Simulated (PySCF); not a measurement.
Input for PySCF: R-M06-2X/def2-TZVPPD on FH5OSi (a complex).

```python
from pyscf import gto, dft

mol = gto.M(
    atom='''
    F     1.01145503   -1.02785651    0.18953647
    H     0.84095398   -0.83434389    1.09638411
    O     0.50998713   -0.47296660    2.71545910
    Si   -0.69317616    0.55011709    3.26296727
    H     1.06276926   -0.93008493    3.35511336
    H    -1.66406185   -0.19798320    4.09224893
    H    -1.32965042    1.07431404    2.04330145
    H    -0.10703226    1.64231296    4.07137814
    ''',
    basis='def2-tzvppd',
    charge=0, spin=0, verbose=4, max_memory=1800)
mf = dft.RKS(mol, xc='m062x').density_fit(auxbasis='def2-universal-jkfit')
mf.grids.level = 4
mf.conv_tol = 1e-9
mf.max_cycle = 150
mf.kernel()
mf.dip_moment()
```

Program output:

```
PySCF version 2.14.0

[INPUT] verbose = 4
[INPUT] num. atoms = 8
[INPUT] num. electrons = 36
[INPUT] charge = 0
[INPUT] spin (= nelec alpha-beta = 2S) = 0
[INPUT] symmetry False subgroup None
[INPUT] Mole.unit = angstrom
[INPUT] Symbol           X                Y                Z      unit          X                Y                Z       unit  Magmom
[INPUT]  1 F      1.011455030000  -1.027856510000   0.189536470000 AA    1.911372994014  -1.942367299251   0.358172018917 Bohr   0.0
[INPUT]  2 H      0.840953980000  -0.834343890000   1.096384110000 AA    1.589172705563  -1.576681445804   2.071865695225 Bohr   0.0
[INPUT]  3 O      0.509987130000  -0.472966600000   2.715459100000 AA    0.963736002753  -0.893777340067   5.131474001458 Bohr   0.0
[INPUT]  4 Si    -0.693176160000   0.550117090000   3.262967270000 AA   -1.309913098478   1.039570636543   6.166114493720 Bohr   0.0
[INPUT]  5 H      1.062769260000  -0.930084930000   3.355113360000 AA    2.008342835007  -1.757605790285   6.340245367269 Bohr   0.0
[INPUT]  6 H     -1.664061850000  -0.197983200000   4.092248930000 AA   -3.144621150837  -0.374134025265   7.733229711244 Bohr   0.0
[INPUT]  7 H     -1.329650420000   1.074314040000   2.043301450000 AA   -2.512675135213   2.030159307375   3.861280130427 Bohr   0.0
[INPUT]  8 H     -0.107032260000   1.642312960000   4.071378140000 AA   -0.202261657893   3.103521705224   7.693789634141 Bohr   0.0

nuclear repulsion = 111.52607287464
number of shells = 79
number of NR pGTOs = 274
number of NR cGTOs = 213
basis = def2-tzvppd
ecp = {}


******** <class 'pyscf.df.df_jk.DFRKS'> ********
method = DFRKS
initial guess = minao
damping factor = 0
level_shift factor = 0
DIIS = <class 'pyscf.scf.diis.CDIIS'>
diis_start_cycle = 1
diis_space = 8
diis_damp = 0
SCF conv_tol = 1e-09
SCF conv_tol_grad = None
SCF max_cycles = 150
direct_scf = False
XC library pyscf.dft.libxc version 7.1.2
    S. Lehtola, C. Steigemann, M. J. T. Oliveira, and M. A. L. Marques,  SoftwareX 7, 1–5 (2018)
XC functionals = m062x
    Y. Zhao and D. G. Truhlar,  Theor. Chem. Acc. 120, 215 (2008)
    Y. Zhao and D. G. Truhlar,  Theor. Chem. Acc. 120, 215 (2008)
radial grids:
    Treutler-Ahlrichs [JCP 102, 346 (1995); DOI:10.1063/1.469408] (M4) radial grids

becke partition: Becke, JCP 88, 2547 (1988); DOI:10.1063/1.454033
pruning grids: <function nwchem_prune>
grids dens level: 4
symmetrized grids: False
atomic radii adjust function: <function treutler_atomic_radii_adjust>
small_rho_cutoff = 0
Set gradient conv threshold to 3.16228e-05
Initial guess from minao.
tot grids = 164560
******** <class 'pyscf.df.df.DF'> ********
auxbasis = def2-universal-jkfit
init E= -467.413281174814
  HOMO = -0.365851793462097  LUMO = -0.0405192647124605  gap/eV = 8.85275
cycle= 1 E= -467.529349729734  delta_E= -0.116  |g|= 0.693  |ddm|= 1.82
  HOMO = -0.344814451279877  LUMO = -0.0167814372489431  gap/eV = 8.92623
cycle= 2 E= -467.515330484721  delta_E= 0.014  |g|=  0.8  |ddm|= 0.74
  HOMO = -0.407136047975434  LUMO = -0.0189309418741651  gap/eV = 10.56360
cycle= 3 E= -467.611621752474  delta_E= -0.0963  |g|= 0.0474  |ddm|= 0.336
  HOMO = -0.400287115432729  LUMO = -0.0138789314636021  gap/eV = 10.51470
cycle= 4 E= -467.61192767029  delta_E= -0.000306  |g|= 0.0276  |ddm|= 0.042
  HOMO = -0.401683098403699  LUMO = -0.0141583048377829  gap/eV = 10.54509
cycle= 5 E= -467.61203639667  delta_E= -0.000109  |g|= 0.0074  |ddm|= 0.0144
  HOMO = -0.401650176171811  LUMO = -0.0142097503254132  gap/eV = 10.54279
cycle= 6 E= -467.612044887961  delta_E= -8.49e-06  |g|= 0.000916  |ddm|= 0.0039
  HOMO = -0.401584487045999  LUMO = -0.0141961946531748  gap/eV = 10.54137
cycle= 7 E= -467.612045072832  delta_E= -1.85e-07  |g|= 0.000215  |ddm|= 0.000935
  HOMO = -0.401599588210711  LUMO = -0.0141975399494784  gap/eV = 10.54175
cycle= 8 E= -467.612045083656  delta_E= -1.08e-08  |g|= 4.12e-05  |ddm|= 0.000252
  HOMO = -0.401593938568285  LUMO = -0.0141954239727928  gap/eV = 10.54165
cycle= 9 E= -467.612045084324  delta_E= -6.68e-10  |g|= 8.23e-06  |ddm|= 6.68e-05
  HOMO = -0.401594713276849  LUMO = -0.0141956200353794  gap/eV = 10.54167
Extra cycle  E= -467.612045084344  delta_E= -2.02e-11  |g|= 4.64e-06  |ddm|= 1.54e-05
converged SCF energy = -467.612045084344
Dipole moment(X, Y, Z, Debye): -0.57152,  0.64343,  4.04708
```

The calculation finished and met its thresholds.

Cost: very roughly 28 core-seconds.
